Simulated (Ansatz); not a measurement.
A nudged elastic band was laid between two geometries of C3H6OSSe (12 atoms, charge 0, multiplicity 1).

Theory: RKS B3LYP/def2-SVP (Ansatz 0.2.0).

```
movable images  : 9
climbing image  : yes
spring          : 5.0 eV/Å²
optimiser       : quadratic models (default)
start path      : through a guess of the saddle point
force threshold : 0.05 eV/Å
iteration limit : 31
end points      : relaxed
```

Image 0:

```xyz
12
Properties=species:S:1:pos:R:3
C 0.020 -1.364 -0.703
C -0.020 -0.126 0.185
S 1.655 0.361 0.823
C -0.644 1.066 -0.561
O -1.014 0.999 -1.699
Se -0.933 2.737 0.430
H 0.647 -1.188 -1.589
H 0.429 -2.221 -0.148
H -0.994 -1.622 -1.047
H -0.655 -0.297 1.070
H 1.789 -0.715 1.632
H -0.202 2.315 1.641
```

Image 10:

```xyz
12
Properties=species:S:1:pos:R:3
C -0.115 -1.447 -0.569
C -0.091 -0.206 0.316
S 1.479 -0.019 1.276
C -0.348 1.069 -0.498
O -0.220 1.122 -1.690
Se -0.935 2.682 0.462
H 0.644 -1.379 -1.361
H 0.079 -2.345 0.034
H -1.097 -1.552 -1.059
H -0.855 -0.274 1.105
H 2.281 0.158 0.200
H -0.745 2.136 1.820
```

(1) Which bonds break or form, and what moves?

(2) Give the energies along the band, and the barrier.

(3) What is the geometry of the highest image?

(4) What are the harmonic wavenumbers there?

The band took 17 iterations and about 22 core-minutes.

## Answers

(1) No bond is made or broken. The dihedral C1–C2–S3–H11 goes from -69 to 65°.

(2) It converged. The highest image is number 4 of 0 to 10, 5.0 kJ/mol above the first end and 12.6 kJ/mol above the last; the last end lies 7.6 kJ/mol below the first. A vibrational analysis at the climbing image gives one clearly imaginary mode, 213i cm⁻¹: a first-order saddle point.

```csv
image,path coordinate (Å),energy (kJ/mol),dihedral C1–C2–S3–H11 (°)
0,0.00,0.0,-69
1,0.34,0.5,-58
2,0.68,1.8,-44
3,1.01,3.7,-28
4,1.35,5.0,-9
5,1.59,4.0,6
6,1.83,1.3,21
7,2.07,-2.2,34
8,2.31,-5.2,46
9,2.55,-7.1,57
10,2.79,-7.6,65
```

(3) 
```xyz
12
Properties=species:S:1:pos:R:3
C -0.011 -1.369 -0.568
C -0.080 -0.101 0.275
S 1.549 0.326 1.080
C -0.507 1.101 -0.575
O -0.595 1.080 -1.769
Se -0.966 2.762 0.380
H 0.723 -1.261 -1.379
H 0.264 -2.232 0.058
H -0.990 -1.572 -1.028
H -0.816 -0.219 1.085
H 2.170 -0.825 0.740
H -0.666 2.255 1.734
```

(4) 213i, 55, 141, 227, 258, 281, 288, 343, 371, 545, 705, 720, 759, 906, 955, 1008, 1083, 1128, 1213, 1333, 1394, 1461, 1463, 1839, 2404, 2676, 3045, 3073, 3130, 3144 cm⁻¹.

The run took 12 min on 2 threads of AMD EPYC 7B13 (Zen 3), on a shared host, peak memory 0.46 GiB.
